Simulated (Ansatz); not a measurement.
Harmonic frequencies (cm⁻¹) at PBE0-D4/def2-TZVP from Ansatz: 55, 89, 91, 112, 149, 214, 316, 510, 603, 726, 760, 780, 878, 924, 972, 988, 1148, 1183, 1212, 1348, 1468, 1474, 1479, 1495, 1498, 2219, 2249, 3020, 3067, 3084, 3126, 3158, 3165.

Each molecule was computed in one conformer, which needn't be the lowest.

Problem. Which molecule is it?
A. `CO[SiH2]SC`
B. `OCSC[SiH3]`
C. `CSC[SiH2]O`
D. `CO[SiH2]CS`

Solution. A.
